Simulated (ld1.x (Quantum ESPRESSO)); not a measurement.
PBE TM dataset for Zr (Z = 40), fully relativistic all-electron reference.

Input for ld1.x (Quantum ESPRESSO) 7.5:

```
&input
   title='Zr', zed=40., rel=2, dft='PBE', iswitch=3,
   config='[Kr] 4d2 5s2 5p0', rel_dist='average',
   nld=5, rlderiv=2.45, eminld=-6.0, emaxld=5.0, deld=0.02
 /
 &inputp
   pseudotype=2, tm=.true., lloc=2,
   nlcc=.false.,
   file_pseudopw='Zr.UPF', file_wfcaegen='ae.wfc', file_wfcncgen='nc.wfc', file_beta='beta', file_chi='chi'
 /
3
4S  1  0   2.00   0.00  1.65  1.65  0.0
4P  2  1   6.00   0.00  1.55  1.55  0.0
4D  3  2   2.00   0.00  2.25  2.25  0.0
 &test
   configts(1)='4s2 4p6 4d2 5s2 5p0'
 /
```

Command:

```bash
ld1.x < Zr.in > Zr.out
```

Resulting log (shortened: banner, matrices, multipoles, cross overlaps and the repeated all-electron block are left out):

```
Program LD1 v.7.5
     --------------------------- All-electron run ----------------------------

     Zr
     dirac relativistic calculation

     atomic number is 40.00
     dft =PBE   lsd =0 sic =0 latt =0  beta=0.20 tr2=1.0E-14
     Exchange-correlation= PBE
                           (   1   4   3   4   0   0   0)
     mesh =1225 r(mesh) = 100.59681 a.u. xmin = -7.00 dx = 0.01250
     1 Ry =  13.60569312 eV, c = 137.03599908

     n l j   nl                  e(Ry)          e(Ha)          e(eV)
     Spin orbit split results
     1 0 0.5 1S 1( 2.00)     -1309.5445      -654.7722    -17817.2603
     2 0 0.5 2S 1( 2.00)      -181.4168       -90.7084     -2468.3015
     2 1 0.5 2P 1( 2.00)      -166.0642       -83.0321     -2259.4189
     2 1 1.5 2P 1( 4.00)      -159.7538       -79.8769     -2173.5610
     3 0 0.5 3S 1( 2.00)       -29.7335       -14.8667      -404.5446
     3 1 0.5 3P 1( 2.00)       -24.0189       -12.0094      -326.7931
     3 1 1.5 3P 1( 4.00)       -23.0143       -11.5071      -313.1251
     4 0 0.5 4S 1( 2.00)        -4.0042        -2.0021       -54.4800
     4 1 0.5 4P 1( 2.00)        -2.4738        -1.2369       -33.6581
     4 1 1.5 4P 1( 4.00)        -2.3435        -1.1717       -31.8846
     3 2 1.5 3D 1( 4.00)       -12.9424        -6.4712      -176.0901
     3 2 2.5 3D 1( 6.00)       -12.7589        -6.3794      -173.5934
     4 2 1.5 4D 1( 0.80)        -0.2703        -0.1351        -3.6770
     4 2 2.5 4D 1( 1.20)        -0.2608        -0.1304        -3.5481
     5 0 0.5 5S 1( 2.00)        -0.3262        -0.1631        -4.4387
     5 1 0.5 5P 1( 0.00)        -0.1129        -0.0565        -1.5361
     5 1 1.5 5P 1( 0.00)        -0.1057        -0.0529        -1.4385
     Averaged results
     1 0     1S 1( 2.00)     -1309.5445      -654.7722    -17817.2603
     2 0     2S 1( 2.00)      -181.4168       -90.7084     -2468.3015
     2 1     2P 1( 6.00)      -161.8573       -80.9286     -2202.1803
     3 0     3S 1( 2.00)       -29.7335       -14.8667      -404.5446
     3 1     3P 1( 6.00)       -23.3491       -11.6746      -317.6811
     4 0     4S 1( 2.00)        -4.0042        -2.0021       -54.4800
     4 1     4P 1( 6.00)        -2.3869        -1.1935       -32.4757
     3 2     3D 1(10.00)       -12.8323        -6.4161      -174.5920
     4 2     4D 1( 2.00)        -0.2646        -0.1323        -3.5997
     5 0     5S 1( 2.00)        -0.3262        -0.1631        -4.4387
     5 1     5P 1( 0.00)        -0.1081        -0.0541        -1.4711

     final scf error:  5.6E-15 reached in  24 iterations

     Etot =   -7197.917214 Ry,   -3598.958607 Ha,  -97932.652734 eV

     Ekin =    7438.555488 Ry,    3719.277744 Ha,  101206.703250 eV
     Encl =  -17370.853172 Ry,   -8685.426586 Ha, -236342.497545 eV
     Eh   =    2962.544383 Ry,    1481.272191 Ha,   40307.469732 eV
     Exc  =    -228.163912 Ry,    -114.081956 Ha,   -3104.328171 eV

     normalization and overlap integrals

     s(1S/1S) =  1.000000  <r> =   0.0371  <r2> =    0.0019  r(max) =   0.0241
     s(2S/2S) =  1.000000  <r> =   0.1623  <r2> =    0.0311  r(max) =   0.1368
     s(2P/2P) =  1.000000  <r> =   0.1387  <r2> =    0.0236  r(max) =   0.1066
     s(2P/2P) =  1.000000  <r> =   0.1430  <r2> =    0.0250  r(max) =   0.1107
     s(3S/3S) =  1.000000  <r> =   0.4583  <r2> =    0.2409  r(max) =   0.4060
     s(3P/3P) =  1.000000  <r> =   0.4549  <r2> =    0.2415  r(max) =   0.3960
     s(3P/3P) =  1.000000  <r> =   0.4654  <r2> =    0.2525  r(max) =   0.4060
     s(4S/4S) =  1.000000  <r> =   1.2130  <r2> =    1.6693  r(max) =   1.0764
     s(4P/4P) =  1.000000  <r> =   1.3479  <r2> =    2.0865  r(max) =   1.1602
     s(4P/4P) =  1.000000  <r> =   1.3791  <r2> =    2.1847  r(max) =   1.1896
     s(3D/3D) =  1.000000  <r> =   0.4505  <r2> =    0.2456  r(max) =   0.3451
     s(3D/3D) =  1.000000  <r> =   0.4540  <r2> =    0.2493  r(max) =   0.3495
     s(4D/4D) =  1.000000  <r> =   2.2806  <r2> =    6.5257  r(max) =   1.5859
     s(4D/4D) =  1.000000  <r> =   2.3098  <r2> =    6.7016  r(max) =   1.6058
     s(5S/5S) =  1.000000  <r> =   3.7285  <r2> =   15.8869  r(max) =   3.1538
     s(5P/5P) =  1.000000  <r> =   5.0761  <r2> =   30.0065  r(max) =   4.0496
     s(5P/5P) =  1.000000  <r> =   5.2073  <r2> =   31.5798  r(max) =   4.1521

     ------------------------ End of All-electron run ------------------------

     --------------------- Generating NC pseudopotential ---------------------

      Generating local pot.: lloc=2, j= 1.50, matching radius rcloc =   2.2500

      Generating local pot.: lloc=2, j= 2.50, matching radius rcloc =   2.2500

     Fully relativistic calculation: |psi|^2

     Wfc 4S LC norm =  0.99976504 SC norm =  0.00023469 missing  0.00000027

     Wfc 4P LC norm =  0.99980773 SC norm =  0.00019203 missing  0.00000025

     Wfc 4P LC norm =  0.99981507 SC norm =  0.00018388 missing  0.00000105

      Wfc   4S  rcut= 1.667  Using Troullier-Martins method

      Wfc   4P  rcut= 1.547  Using Troullier-Martins method

      Wfc   4P  rcut= 1.547  Using Troullier-Martins method

     ------------------- End of pseudopotential generation -------------------

     Computing logarithmic derivative in   2.44096
     Computing logarithmic derivative in   2.44096
     Computing the partial wave expansion
     R is outside the sphere for l=    0 j= 0.50
     R is outside the sphere for l=    1 j= 0.50
     R is outside the sphere for l=    1 j= 1.50
       no projector for channel:   2
       no projector for channel:   2

     ---------------------- Testing the pseudopotential ----------------------

     Zr
     dirac relativistic calculation

     atomic number is 40.00   valence charge is 12.00
     dft =PBE   lsd =0 sic =0 latt =0  beta=0.20 tr2=1.0E-14
     mesh =1225 r(mesh) = 100.59681 xmin = -7.00 dx = 0.01250

     n l  j  nl             e AE (Ry)       e PS (Ry)    De AE-PS (Ry)
     1 0 0.5 4S   1( 2.00)       -4.00421       -4.00422        0.00001
     2 1 0.5 4P   1( 2.00)       -2.47383       -2.47383        0.00000
     2 1 1.5 4P   1( 4.00)       -2.34347       -2.34350        0.00003
     3 2 1.5 4D   1( 0.80)       -0.27026       -0.26453       -0.00572  !
     3 2 2.5 4D   1( 1.20)       -0.26078       -0.26453        0.00375
     2 0 0.5 5S   1( 2.00)       -0.32624       -0.33092        0.00468
     3 1 0.5 5P   1( 0.00)       -0.11290       -0.11207       -0.00084
     3 1 1.5 5P   1( 0.00)       -0.10573       -0.10516       -0.00057

     eps = 6.2E-15  iter = 20

     Etot =   -7197.917214 Ry,   -3598.958607 Ha,  -97932.652734 eV
     Etotps =   -93.935242 Ry,     -46.967621 Ha,   -1278.054075 eV

     Ekin =      27.649098 Ry,      13.824549 Ha,     376.185148 eV
     Encl =    -189.647801 Ry,     -94.823901 Ha,   -2580.289786 eV
     Ehrt =      73.777566 Ry,      36.888783 Ha,    1003.794924 eV
     Ecxc =     -11.281988 Ry,      -5.640994 Ha,    -153.499265 eV
     Epseu=       5.567883 Ry,       2.783941 Ha,      75.754904 eV

     ---------------------- End of pseudopotential test ----------------------
```

Generation and configuration tests took about 2 s on one core of a shared server CPU.

Transferability test of the new file with ld1.x, input:

```
&input
   title='Zr', zed=40., rel=2, dft='PBE', iswitch=2,
   config='[Kr] 4d2 5s2 5p0', rel_dist='average'
 /
 &test
   file_pseudo='Zr.UPF', nconf=8,
   configts(1)='4s2 4p6 4d2 5s2 5p0',
   configts(2)='4s2 4p6 4d2 5s1 5p0',
   configts(3)='4s2 4p6 4d2 5s0 5p0',
   configts(4)='4s2 4p6 4d1 5s0 5p0',
   configts(5)='4s2 4p6 4d2 5s1.5 5p0',
   configts(6)='4s2 4p6 4d2.5 5s1.5 5p0',
   configts(7)='4s2 4p6 4d1 5s2 5p1',
   configts(8)='4s2 4p6 4d2 5s0 5p1'
 /
```

```bash
ld1.x < Zr.test.in > Zr.test.out
```

Pseudopotential blocks of its output, shortened (energy terms left out):

```
     ---------------------- Testing the pseudopotential ----------------------

     n l  j  nl             e AE (Ry)       e PS (Ry)    De AE-PS (Ry)
     1 0 0.5 4S   1( 2.00)       -4.00421       -4.00422        0.00001
     2 1 0.5 4P   1( 2.00)       -2.47383       -2.47383        0.00000
     2 1 1.5 4P   1( 4.00)       -2.34347       -2.34350        0.00003
     3 2 1.5 4D   1( 0.80)       -0.27026       -0.26453       -0.00572  !
     3 2 2.5 4D   1( 1.20)       -0.26078       -0.26453        0.00375
     2 0 0.5 5S   1( 2.00)       -0.32624       -0.33092        0.00468
     3 1 0.5 5P   1( 0.00)       -0.11290       -0.11207       -0.00084
     3 1 1.5 5P   1( 0.00)       -0.10573       -0.10516       -0.00057

     eps = 6.0E-15  iter = 20

     Etot =   -7197.917214 Ry,   -3598.958607 Ha,  -97932.652734 eV
     Etotps =   -93.935242 Ry,     -46.967621 Ha,   -1278.054075 eV

     ---------------------- End of pseudopotential test ----------------------

          ---------------------- Testing the pseudopotential ----------------------

     n l  j  nl             e AE (Ry)       e PS (Ry)    De AE-PS (Ry)
     1 0 0.5 4S   1( 2.00)       -4.49471       -4.50010        0.00539  !
     2 1 0.5 4P   1( 2.00)       -2.96467       -2.96959        0.00492
     2 1 1.5 4P   1( 4.00)       -2.83435       -2.83915        0.00480
     3 2 1.5 4D   1( 0.80)       -0.73989       -0.73676       -0.00313
     3 2 2.5 4D   1( 1.20)       -0.72951       -0.73676        0.00725  !
     2 0 0.5 5S   1( 1.00)       -0.73080       -0.73899        0.00819  !
     3 1 0.5 5P   1( 0.00)       -0.46813       -0.46805       -0.00008
     3 1 1.5 5P   1( 0.00)       -0.45647       -0.45679        0.00033

     eps = 8.0E-15  iter = 16

     Etot =   -7197.392637 Ry,   -3598.696318 Ha,  -97925.515499 eV
     Etotps =   -93.404355 Ry,     -46.702178 Ha,   -1270.830994 eV
     dEtot_ae =       0.524577 Ry
     dEtot_ps =       0.530887 Ry,   Delta E=      -0.006310 Ry

     ---------------------- End of pseudopotential test ----------------------

          ---------------------- Testing the pseudopotential ----------------------

     n l  j  nl             e AE (Ry)       e PS (Ry)    De AE-PS (Ry)
     1 0 0.5 4S   1( 2.00)       -5.06851       -5.08235        0.01384  !
     2 1 0.5 4P   1( 2.00)       -3.53661       -3.54934        0.01273  !
     2 1 1.5 4P   1( 4.00)       -3.40581       -3.41816        0.01236  !
     3 2 1.5 4D   1( 0.80)       -1.27825       -1.27955        0.00129
     3 2 2.5 4D   1( 1.20)       -1.26684       -1.27955        0.01271  !
     2 0 0.5 5S   1( 0.00)       -1.17863       -1.19241        0.01378  !
     3 1 0.5 5P   1( 0.00)       -0.86860       -0.87056        0.00196
     3 1 1.5 5P   1( 0.00)       -0.85227       -0.85481        0.00254

     eps = 7.0E-15  iter = 15

     Etot =   -7196.441559 Ry,   -3598.220779 Ha,  -97912.575424 eV
     Etotps =   -92.442496 Ry,     -46.221248 Ha,   -1257.744235 eV
     dEtot_ae =       1.475655 Ry
     dEtot_ps =       1.492746 Ry,   Delta E=      -0.017091 Ry

     ---------------------- End of pseudopotential test ----------------------

          ---------------------- Testing the pseudopotential ----------------------

     n l  j  nl             e AE (Ry)       e PS (Ry)    De AE-PS (Ry)
     1 0 0.5 4S   1( 2.00)       -5.99162       -6.00558        0.01396  !
     2 1 0.5 4P   1( 2.00)       -4.43993       -4.45325        0.01332  !
     2 1 1.5 4P   1( 4.00)       -4.30457       -4.31767        0.01310  !
     3 2 1.5 4D   1( 0.40)       -2.08080       -2.08195        0.00114
     3 2 2.5 4D   1( 0.60)       -2.06705       -2.08195        0.01490  !
     2 0 0.5 5S   1( 0.00)       -1.78532       -1.80689        0.02157  !
     3 1 0.5 5P   1( 0.00)       -1.40981       -1.41174        0.00193
     3 1 1.5 5P   1( 0.00)       -1.38662       -1.38961        0.00299

     eps = 1.7E-15  iter =  9

     Etot =   -7194.778759 Ry,   -3597.389379 Ha,  -97889.951881 eV
     Etotps =   -90.770757 Ry,     -45.385379 Ha,   -1234.999069 eV
     dEtot_ae =       3.138455 Ry
     dEtot_ps =       3.164485 Ry,   Delta E=      -0.026030 Ry

     ---------------------- End of pseudopotential test ----------------------

          ---------------------- Testing the pseudopotential ----------------------

     n l  j  nl             e AE (Ry)       e PS (Ry)    De AE-PS (Ry)
     1 0 0.5 4S   1( 2.00)       -4.23808       -4.24047        0.00240
     2 1 0.5 4P   1( 2.00)       -2.70806       -2.71025        0.00219
     2 1 1.5 4P   1( 4.00)       -2.57778       -2.57993        0.00215
     3 2 1.5 4D   1( 0.80)       -0.49556       -0.49098       -0.00458
     3 2 2.5 4D   1( 1.20)       -0.48566       -0.49098        0.00533  !
     2 0 0.5 5S   1( 1.50)       -0.52262       -0.52887        0.00625  !
     3 1 0.5 5P   1( 0.00)       -0.28376       -0.28318       -0.00057
     3 1 1.5 5P   1( 0.00)       -0.27428       -0.27404       -0.00024

     eps = 3.8E-15  iter = 19

     Etot =   -7197.705553 Ry,   -3598.852776 Ha,  -97929.772938 eV
     Etotps =   -93.720860 Ry,     -46.860430 Ha,   -1275.137259 eV
     dEtot_ae =       0.211661 Ry
     dEtot_ps =       0.214382 Ry,   Delta E=      -0.002721 Ry

     ---------------------- End of pseudopotential test ----------------------

          ---------------------- Testing the pseudopotential ----------------------

     n l  j  nl             e AE (Ry)       e PS (Ry)    De AE-PS (Ry)
     1 0 0.5 4S   1( 2.00)       -3.92179       -3.92503        0.00324
     2 1 0.5 4P   1( 2.00)       -2.39603       -2.39873        0.00270
     2 1 1.5 4P   1( 4.00)       -2.26673       -2.26930        0.00257
     3 2 1.5 4D   1( 1.00)       -0.21924       -0.21511       -0.00413
     3 2 2.5 4D   1( 1.50)       -0.21044       -0.21511        0.00467
     2 0 0.5 5S   1( 1.50)       -0.30264       -0.30743        0.00479
     3 1 0.5 5P   1( 0.00)       -0.10047       -0.10014       -0.00033
     3 1 1.5 5P   1( 0.00)       -0.09407       -0.09395       -0.00012

     eps = 5.1E-15  iter = 18

     Etot =   -7197.879423 Ry,   -3598.939712 Ha,  -97932.138567 eV
     Etotps =   -93.895378 Ry,     -46.947689 Ha,   -1277.511702 eV
     dEtot_ae =       0.037791 Ry
     dEtot_ps =       0.039864 Ry,   Delta E=      -0.002073 Ry

     ---------------------- End of pseudopotential test ----------------------

          ---------------------- Testing the pseudopotential ----------------------

     n l  j  nl             e AE (Ry)       e PS (Ry)    De AE-PS (Ry)
     1 0 0.5 4S   1( 2.00)       -4.29233       -4.28920       -0.00314
     2 1 0.5 4P   1( 2.00)       -2.74924       -2.74720       -0.00204
     2 1 1.5 4P   1( 4.00)       -2.61597       -2.61420       -0.00177
     3 2 1.5 4D   1( 0.40)       -0.47213       -0.46510       -0.00703  !
     3 2 2.5 4D   1( 0.60)       -0.46082       -0.46510        0.00428
     2 0 0.5 5S   1( 2.00)       -0.43144       -0.43852        0.00709  !
     3 1 0.5 5P   1( 0.33)       -0.18333       -0.18257       -0.00077
     3 1 1.5 5P   1( 0.67)       -0.17349       -0.17314       -0.00034

     eps = 5.0E-15  iter = 19

     Etot =   -7197.696772 Ry,   -3598.848386 Ha,  -97929.653473 eV
     Etotps =   -93.714310 Ry,     -46.857155 Ha,   -1275.048146 eV
     dEtot_ae =       0.220442 Ry
     dEtot_ps =       0.220932 Ry,   Delta E=      -0.000490 Ry

     ---------------------- End of pseudopotential test ----------------------

          ---------------------- Testing the pseudopotential ----------------------

     n l  j  nl             e AE (Ry)       e PS (Ry)    De AE-PS (Ry)
     1 0 0.5 4S   1( 2.00)       -4.58065       -4.59334        0.01269  !
     2 1 0.5 4P   1( 2.00)       -3.04961       -3.06154        0.01193  !
     2 1 1.5 4P   1( 4.00)       -2.91904       -2.93064        0.01160  !
     3 2 1.5 4D   1( 0.80)       -0.81115       -0.81218        0.00104
     3 2 2.5 4D   1( 1.20)       -0.80041       -0.81218        0.01177  !
     2 0 0.5 5S   1( 0.00)       -0.77861       -0.78972        0.01111  !
     3 1 0.5 5P   1( 0.33)       -0.51149       -0.51347        0.00198
     3 1 1.5 5P   1( 0.67)       -0.49948       -0.50186        0.00237

     eps = 1.7E-16  iter = 12

     Etot =   -7197.119788 Ry,   -3598.559894 Ha,  -97921.803202 eV
     Etotps =   -93.123065 Ry,     -46.561533 Ha,   -1267.003847 eV
     dEtot_ae =       0.797426 Ry
     dEtot_ps =       0.812177 Ry,   Delta E=      -0.014751 Ry

     ---------------------- End of pseudopotential test ----------------------
```
